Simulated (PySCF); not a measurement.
A structure optimised at r2SCAN-D4/def2-TZVPD, used in a PySCF frequency run:

```
Sb
H 1 1.7284
H 1 1.7284 2 90.31
```
Charge -1, spin multiplicity 1.

**Question.** Write its SMILES, formula and point group.

**Answer.** [SbH2-], H₂Sb, C2v

**Question.** What are its rotational constants (standard atomic weights)?

**Answer.** 171.53, 166.92, 84.595 GHz
